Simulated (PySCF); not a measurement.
# Exercise with solution: dipole moment from atomic charges

C4H4N, SMILES c1[nH]c[c]c1, multiplicity 2. Atoms are numbered in the order given.

```xyz
9

C      1.2465     0.0704     0.0000
C      0.5209    -1.0975     0.0000
N     -0.8021    -0.7033     0.0000
C     -0.8930     0.6650     0.0000
C      0.3936     1.1935     0.0000
H      0.8083    -2.1464     0.0000
H     -1.5951    -1.3337     0.0000
H     -1.8614     1.1641     0.0000
H      0.6547     2.2503     0.0000
```
Charge 0, spin multiplicity 2.

Geometry: r2SCAN-D4/def2-SVP. The isomer is the one that the SMILES or the coordinates give; other isomers of the formula were not compared.

Charges (e) from PySCF with ωB97X/def2-TZVP:

```json
[
 {"atom": "C1", "Mulliken": "-0.066", "ESP fit": "-0.010"},
 {"atom": "C2", "Mulliken": "-0.098", "ESP fit": "-0.258"},
 {"atom": "N3", "Mulliken": "-0.249", "ESP fit": "-0.144"},
 {"atom": "C4", "Mulliken": "-0.080", "ESP fit": "-0.206"},
 {"atom": "C5", "Mulliken": "-0.201", "ESP fit": "-0.268"},
 {"atom": "H6", "Mulliken": "0.157", "ESP fit": "0.196"},
 {"atom": "H7", "Mulliken": "0.239", "ESP fit": "0.309"},
 {"atom": "H8", "Mulliken": "0.156", "ESP fit": "0.183"},
 {"atom": "H9", "Mulliken": "0.143", "ESP fit": "0.197"}
]
```

The dipole moment of the full density is 2.65 D.

Problem. What dipole moment does each set of point charges give, and which comes closer to that of the density?

Solution. 
μ = Σ q r, and 1 e Å = 4.8032 D.
Mulliken: Σ q r = (-0.392, -0.167, 0.000) e Å, |μ| = 2.05 D.
ESP fit: Σ q r = (-0.499, -0.250, 0.000) e Å, |μ| = 2.68 D.
ESP fit comes closer in size. Point charges leave out the atoms' own dipoles (lone pairs, polarised bonds); fits to the potential absorb them, partitions of the density don't.
